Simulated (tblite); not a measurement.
C₇H₁₁PS.
Structure used (GFN2-xTB), in Å, numbered top down from 1:
```xyz
20
C7H11PS angstrom
C     -3.131    0.215    1.905
C     -2.719    0.113    0.645
C     -1.399    0.453    0.234
C     -0.499    0.500   -0.730
C     -0.170    0.240   -2.135
P      0.186    1.157    0.847
C      0.991   -0.412    1.553
S      1.824   -1.448    0.315
C      3.106   -0.270   -0.194
H     -2.466    0.571    2.676
H     -4.129   -0.052    2.205
H     -3.378   -0.245   -0.138
H     -1.060   -0.070   -2.682
H      0.578   -0.551   -2.197
H      0.247    1.135   -2.598
H      1.726   -0.134    2.311
H      0.229   -1.044    2.011
H      3.646   -0.716   -1.022
H      2.630    0.658   -0.505
H      3.780   -0.090    0.639
```

Calculated harmonic vibrations of the isolated species, GFN2-xTB (tblite), most abundant isotopes, no scaling. This tight-binding method is rough: wavenumbers can miss measured ones by several per cent, in bad cases by 10 to 20. One conformer, not necessarily the lowest.

Harmonic wavenumbers (cm⁻¹): 28.2, 67.2, 86.6, 103.7, 105.8, 114.9, 154.0, 163.5, 195.8, 241.1, 279.1, 332.9, 379.1, 459.9, 613.3, 614.1, 649.7, 659.7, 704.5, 737.0, 768.4, 839.4, 877.9, 943.1, 948.7, 990.8, 1004.0, 1020.9, 1060.1, 1072.7, 1153.6, 1201.6, 1269.3, 1315.8, 1379.6, 1392.0, 1400.0, 1440.5, 1450.1, 1450.8, 1459.2, 1645.6, 1823.8, 2947.2, 2973.3, 2994.5, 2996.4, 3005.6, 3008.7, 3021.1, 3027.4, 3058.9, 3093.4, 3133.7.

A = 1881, B = 751.6, C = 662.3 MHz; mass 158.032 u (most abundant isotopes); point group C1, symmetry number 1.

Q: Zero-point energy?

A: Half the sum of the wavenumbers: 33929 cm⁻¹ = 97.01 kcal/mol.

Q: Entropy at 200 K, 1 bar (ideal gas, RRHO, classical rotation)?

A: Translation 39.12, rotation 29.03, vibration 28.66: S = 96.8 cal/(mol K).

Q: And Cp and H(200 K) − H(0)?

A: Cp = 34.57 cal/(mol K), of which vibrations give 26.62 (their classical limit is 54 R = 107.3); H(200 K) − H(0) = 4.57 kcal/mol without the zero-point energy, 2.98 from vibrations.

Q: How do the functions run with temperature in this model?

A: 
| T (K) | S (cal/(mol K)) | Cp (cal/(mol K)) | H − H(0) (kcal/mol) | G − H(0) (kcal/mol) | ln q(vib) |
| --- | --- | --- | --- | --- | --- |
| 50 | 62.6 | 16.6 | 0.57 | -2.56 | 0.99 |
| 100 | 76.7 | 24.3 | 1.61 | -6.06 | 2.97 |
| 298.15 | 112.5 | 44.6 | 8.45 | -25.08 | 10.44 |
| 373.15 | 123.3 | 52.0 | 12.08 | -33.93 | 12.97 |
| 500 | 140.1 | 62.7 | 19.39 | -50.66 | 17.02 |
| 750 | 168.6 | 77.7 | 37.08 | -89.35 | 24.37 |
| 1000 | 192.4 | 87.6 | 57.81 | -134.55 | 30.98 |

q(vib) and H(0) count from the zero-point level.

Q: What must be added to the electronic energy to get the Gibbs energy at 200 K and 1 bar?

A: ZPE + [H(200 K) − H(0)] − T·S = 97.01 + 4.57 − 19.36 = 82.22 kcal/mol.

Q: Blend soft modes into free rotors: weight 1/[1 + (100 cm⁻¹/ν̃)⁴] for the oscillator and the rest for a rotor with moment μB/(μ + B), μ = h/(8π²ν), B = 10⁻⁴⁴ kg m². What vibrational entropy results?

A: 26.40 cal/(mol K) in place of 28.66, which changes −T·S at 200 K by +0.45 kcal/mol.

Q: Which modes carry the vibrational entropy at 200 K?

A: 28.2 cm⁻¹: 5.16; 67.2 cm⁻¹: 3.45; 86.6 cm⁻¹: 2.96; 103.7 cm⁻¹: 2.61; 105.8 cm⁻¹: 2.58; 114.9 cm⁻¹: 2.42 cal/(mol K); the other 48 give 9.48 together.

Hindered rotation and anharmonicity are outside this model. Other conformers, if any are populated, would add a mixing term that is left out. The structure is chiral; the term R ln 2 for an equal mix with its mirror image is left out.
